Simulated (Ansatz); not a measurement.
`[SiH3]I` → HI + `[SiH2]` at 600 K and 1 bar (silylene loss).

Program: Ansatz. Geometries: PBE0-D4/def2-TZVP. ΔE: electronic, gas phase. CCSD(T)/CBS adds triple-zeta CCSD(T) − MP2 to the extrapolated MP2 energy (def2 sets, frozen cores). This one scheme is used for every species. def2 core potentials past Kr. For I outer-core shells are correlated without core-valence functions, which leaves a few kJ/mol of doubt a bond.

```tsv
species	CCSD(T)/CBS energy (Eh)	H − E (kJ/mol)	S (J/(mol·K))
`[SiH3]I`	-588.34840	98.3	316.4
HI	-298.03592	31.6	227.0
`[SiH2]`	-290.19011	52.1	233.9
```

H − E and S are ideal-gas, rigid-rotor, harmonic terms from PBE0-D4/def2-TZVP. 1 Eh = 2625.50 kJ/mol, R = 8.31446 J/(mol·K).

Problem. By hand: ΔE, ΔH, ΔS and ΔG.

Solution. ΔE = (-298.03592) + (-290.19011) − (-588.34840) = 0.12237 Eh = 321.3 kJ/mol. Δ(H − E) = 31.6 + 52.1 − 98.3 = -14.6, so ΔH = 306.7 kJ/mol. ΔS = 227.0 + 233.9 − 316.4 = 144.5 J/(mol·K). ΔG = 306.7 − 600 × (144.5)/1000 = 220.0 kJ/mol.

Problem. By hand: the equilibrium constant, and the temperature at which ΔG would vanish if ΔH and ΔS stayed fixed.

Solution. log₁₀ K = −ΔG/(RT ln 10) = -19.2. ΔG = 0 at ΔH/ΔS = 2122 K.

The number of gas molecules changes by +1, which sets the sign of ΔS. A doubt of 5 kJ/mol in ΔE shifts log₁₀ K by 0.4 here. These are equilibria of isolated gas molecules and say nothing of rates. Largest T1 diagnostic: 0.014 (customary marks: 0.02 for closed shells, 0.045 for open ones).
